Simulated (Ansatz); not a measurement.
Ansatz results at the PBE0-D4/def2-TZVP geometry: LUMO energy (PBE/def2-TZVPP) -0.12 eV; HOMO energy (B3LYP/def2-TZVPP) -7.09 eV; LUMO energy (ωB97M-V/def2-TZVPP) 2.08 eV.

Each molecule was computed in one conformer, which needn't be the lowest.

Problem. Which molecule gave them?
A. `C=C[Si](N)(O)F`
B. `N[Si]1(F)CCO1`
C. `N[Si]1(F)COC1`
D. `FC(S)S`

Solution. C. The others give `N[Si]1(F)CCO1`: 0.06, -7.61, 2.29; `C=C[Si](N)(O)F`: -1.61, -7.71, 1.50; `FC(S)S`: -1.31, -7.18, 1.62.

B3LYP here is the variant with VWN-RPA as its local correlation; programs differ in this.
